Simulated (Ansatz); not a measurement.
Start from `[NH2][InH][Cl]` and change one atom or group to get `[Cl][InH][SeH]`.

Ansatz, PBE0-D4/def2-TZVP geometries, multiplicity 1. Each molecule was computed in one conformer, which needn't be the lowest.

Elements past krypton have def2 core potentials. Scalar relativity is left out up to krypton. Spin–orbit coupling is left out; it splits and shifts lone-pair levels of the heavy atoms by tenths of an eV.

```csv
property,`[NH2][InH][Cl]`
zero-point energy (PBE0-D4/def2-TZVP) / kJ/mol,84.2
HOMO–LUMO gap (ωB97M-V/def2-TZVPP) / eV,10.12
size of the dipole moment (ωB97M-V/def2-TZVPP) / D,3.10
size of the dipole moment (PBE/def2-TZVPP) / D,3.03
HOMO–LUMO gap (PBE0/def2-TZVPP) / eV,6.29
"ideal-gas entropy at 298 K and 1 bar (rigid rotor, harmonic PBE0-D4/def2-TZVP) / J/(mol·K)",321
```

Q: Give the same properties after the change, and the shifts. (An estimate is asked.)

A: The calculation gave: 
| property | `[Cl][InH][SeH]` | shift |
| --- | --- | --- |
| zero-point energy (PBE0-D4/def2-TZVP) / kJ/mol | 40.0 | -44.2 |
| HOMO–LUMO gap (ωB97M-V/def2-TZVPP) / eV | 9.46 | -0.66 |
| size of the dipole moment (ωB97M-V/def2-TZVPP) / D | 2.82 | -0.28 |
| size of the dipole moment (PBE/def2-TZVPP) / D | 2.68 | -0.35 |
| HOMO–LUMO gap (PBE0/def2-TZVPP) / eV | 5.80 | -0.49 |
| ideal-gas entropy at 298 K and 1 bar (rigid rotor, harmonic PBE0-D4/def2-TZVP) / J/(mol·K) | 342 | 21 |

The zero-point energy changes by -44.2 kJ/mol with -3 modes. Dipoles are sizes alone; their direction can turn.
